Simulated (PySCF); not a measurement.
C4H3Cl2F, SMILES C(/Cl)=C(F)/C=C\Cl.

Geometry: PBE0-D3(BJ)/def2-SVP. The structure was generated by enumeration; whether it is a known compound was not checked. The values are those of a single conformer.

Two levels are set side by side: PBE/def2-TZVP (PySCF) and r2SCAN/def2-TZVP (PySCF). Same geometry, gas phase. Differences are taken from unrounded values.

```json
[
 {"quantity": "orbital gap (eV)", "r2SCAN": "3.51", "PBE": "3.23", "PBE minus r2SCAN": "-0.28"},
 {"quantity": "highest occupied level (eV)", "r2SCAN": "-5.92", "PBE": "-5.72", "PBE minus r2SCAN": "0.20"},
 {"quantity": "lowest empty level (eV)", "r2SCAN": "-2.41", "PBE": "-2.49", "PBE minus r2SCAN": "-0.08"},
 {"quantity": "dipole moment (D)", "r2SCAN": "1.09", "PBE": "1.04", "PBE minus r2SCAN": "-0.05"},
 {"quantity": "mean polarisability (bohr³)", "r2SCAN": "81.6", "PBE": "82.8", "PBE minus r2SCAN": "1.1"}
]
```

Rough cost on one machine, each run with all the roots and properties that it gave: r2SCAN against PBE about 3 times.
